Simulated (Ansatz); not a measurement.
Geometry optimisation, RKS CAM-B3LYP/6-31G* in Ansatz.

The input (input.yaml):

```yaml
crystal:
  periodic: [false, false, false]
  atoms:
    - { symbol: Mg, position_ang: [-0.569265, -0.412904, -1.358796] }
    - { symbol: Si, position_ang: [1.529083, 1.129376, 1.439032] }
    - { symbol: C, position_ang: [-1.912562, -1.752428, -0.528379] }
    - { symbol: H, position_ang: [1.296893, 0.957018, 0.020352] }
    - { symbol: O, position_ang: [0.77241, 0.806496, -2.19094] }
    - { symbol: H, position_ang: [0.268791, 1.543738, 2.110171] }
    - { symbol: H, position_ang: [2.563853, 2.167379, 1.662551] }
    - { symbol: H, position_ang: [1.984267, -0.15382, 2.03056] }
    - { symbol: H, position_ang: [-1.701027, -1.937073, 0.53022] }
    - { symbol: H, position_ang: [-1.889465, -2.721586, -1.038657] }
    - { symbol: H, position_ang: [-2.93941, -1.376623, -0.591867] }
    - { symbol: H, position_ang: [0.596632, 1.750228, -2.084148] }
basis:
  gaussian: { orbitals: "6-31G*" }
hamiltonian:
  xc: cam_b3lyp
relax:
  f_tol: 0.03
  max_steps: 50
```

Run as:

```bash
$ ansatz run input.yaml --threads 2 --pin off --max-ram 3072MiB --backend cpu --events-out ev --progress --plain --runs-dir out
```

Q: Where does it end, and by what steps?

A: The forces met the threshold. The force dipped under the threshold on the way, but the program's further checks kept it going. After 37 steps the energy has fallen by 0.386 eV; H11 moved furthest, 1.48 Å.

```json
{"step": "0", "energy less start (eV)": "0.0000", "largest force component (eV/Å)": "1.564", "accepted": "yes"}
{"step": "2", "energy less start (eV)": "-0.2773", "largest force component (eV/Å)": "1.590", "accepted": "yes"}
{"step": "4", "energy less start (eV)": "-0.3334", "largest force component (eV/Å)": "0.129", "accepted": "yes"}
{"step": "6", "energy less start (eV)": "-0.2887", "largest force component (eV/Å)": "1.681", "accepted": "no"}
{"step": "8", "energy less start (eV)": "-0.3516", "largest force component (eV/Å)": "0.033", "accepted": "yes"}
{"step": "10", "energy less start (eV)": "-0.3551", "largest force component (eV/Å)": "0.032", "accepted": "yes"}
{"step": "12", "energy less start (eV)": "-0.3616", "largest force component (eV/Å)": "0.238", "accepted": "yes"}
{"step": "14", "energy less start (eV)": "-0.3639", "largest force component (eV/Å)": "0.234", "accepted": "yes"}
{"step": "16", "energy less start (eV)": "-0.3682", "largest force component (eV/Å)": "0.253", "accepted": "yes"}
{"step": "18", "energy less start (eV)": "-0.3672", "largest force component (eV/Å)": "0.321", "accepted": "no"}
{"step": "20", "energy less start (eV)": "-0.3743", "largest force component (eV/Å)": "0.097", "accepted": "yes"}
{"step": "22", "energy less start (eV)": "-0.3768", "largest force component (eV/Å)": "0.089", "accepted": "yes"}
{"step": "24", "energy less start (eV)": "-0.3792", "largest force component (eV/Å)": "0.063", "accepted": "yes"}
{"step": "26", "energy less start (eV)": "-0.3812", "largest force component (eV/Å)": "0.059", "accepted": "yes"}
{"step": "28", "energy less start (eV)": "-0.3752", "largest force component (eV/Å)": "0.310", "accepted": "no"}
{"step": "30", "energy less start (eV)": "-0.3837", "largest force component (eV/Å)": "0.085", "accepted": "yes"}
{"step": "32", "energy less start (eV)": "-0.3852", "largest force component (eV/Å)": "0.027", "accepted": "yes"}
{"step": "34", "energy less start (eV)": "-0.3856", "largest force component (eV/Å)": "0.083", "accepted": "no"}
{"step": "36", "energy less start (eV)": "-0.3860", "largest force component (eV/Å)": "0.009", "accepted": "yes"}
{"step": "37", "energy less start (eV)": "-0.3863", "largest force component (eV/Å)": "0.013", "accepted": "yes"}
```

```xyz
12
Properties=species:S:1:pos:R:3
Mg -0.420 -0.188 -1.605
Si 1.095 0.884 1.604
C -1.403 -1.417 -0.248
H 0.977 1.000 0.123
O 0.244 0.721 -3.004
H -0.226 1.163 2.209
H 2.094 1.879 2.059
H 1.544 -0.486 1.938
H -0.701 -1.998 0.362
H -2.061 -2.138 -0.746
H -2.029 -0.840 0.443
H 0.887 1.420 -3.134
```

Whether the end is a true minimum wasn't checked by a vibrational analysis.

Time of the run: 95 s on 2 threads of Arm Neoverse V2, on a shared host, peak memory 0.2 GiB.
